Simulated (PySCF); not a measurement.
A calculated (UHF, PySCF 2.14, 6-31G*, the non-relativistic Hamiltonian (point nucleus)) atom or ion has these occupied shells.

```json
{"shell": "1s α", "electrons": "1", "orbital energy (eV)": "-9622.0", "rms radius, mean of both spins (bohr)": "0.0591"}
{"shell": "1s β", "electrons": "1", "orbital energy (eV)": "-9622.0", "rms radius, mean of both spins (bohr)": "0.0591"}
{"shell": "2s α", "electrons": "1", "orbital energy (eV)": "-1215.7", "rms radius, mean of both spins (bohr)": "0.248"}
{"shell": "2s β", "electrons": "1", "orbital energy (eV)": "-1215.6", "rms radius, mean of both spins (bohr)": "0.248"}
{"shell": "2p β", "electrons": "3", "orbital energy (eV)": "-1067.9", "rms radius, mean of both spins (bohr)": "0.221"}
{"shell": "2p α", "electrons": "3", "orbital energy (eV)": "-1067.9", "rms radius, mean of both spins (bohr)": "0.221"}
{"shell": "3s α", "electrons": "1", "orbital energy (eV)": "-161.90", "rms radius, mean of both spins (bohr)": "0.742"}
{"shell": "3s β", "electrons": "1", "orbital energy (eV)": "-161.60", "rms radius, mean of both spins (bohr)": "0.742"}
{"shell": "3p α", "electrons": "3", "orbital energy (eV)": "-112.99", "rms radius, mean of both spins (bohr)": "0.783"}
{"shell": "3p β", "electrons": "3", "orbital energy (eV)": "-112.90", "rms radius, mean of both spins (bohr)": "0.783"}
{"shell": "3d α", "electrons": "5", "orbital energy (eV)": "-29.277", "rms radius, mean of both spins (bohr)": "0.961"}
{"shell": "3d β", "electrons": "5", "orbital energy (eV)": "-29.177", "rms radius, mean of both spins (bohr)": "0.961"}
{"shell": "4s α", "electrons": "1", "orbital energy (eV)": "-16.320", "rms radius, mean of both spins (bohr)": "2.79"}
```

(1) Name the element and its charge.

Answers

(1) Zn⁺ (zinc, charge +1), in [Ar] 3d10 4s1, 2S determinant.
